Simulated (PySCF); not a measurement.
C2H8FNSi.
Structure used (GFN2-xTB), in Å, numbered top down from 1:
```
atom  x, y, z in Å
C1    -1.763    0.568    0.138
N2    -0.848   -0.047   -0.794
Si3    0.592   -0.870   -0.368
C4     1.723    0.289    0.608
F5     1.240   -1.201   -1.811
H6    -2.523   -0.132    0.501
H7    -2.268    1.412   -0.335
H8    -1.201    0.936    0.993
H9    -1.317   -0.352   -1.635
H10    0.474   -2.188    0.257
H11    1.750    1.281    0.165
H12    1.398    0.395    1.639
H13    2.739   -0.092    0.625
```

Computed at PBE0/pcSseg-1 (PySCF, non-relativistic), with Q(14N) = 0.02044 b: N2, 14N (I = 1): χzz = -5.047 MHz, η = 0.375.

**Question.** Where would the pure quadrupole (NQR) lines of 14N at N2 fall for the rigid, isolated species?

**Answer.** From ν± = (3/4)|χ|(1 ± η/3) and ν0 = |χ|η/2: ν+ 4.258 MHz, ν− 3.312 MHz, ν0 0.946 MHz (silicon-bound nitrogen).

In a crystal, neighbours and librations shift these lines. GFN2-xTB bond lengths can be off by several hundredths of an ångström, more for odd bonds, and the gradients follow them. The small basis limits the accuracy of the gradients.

One conformer stands for the species.
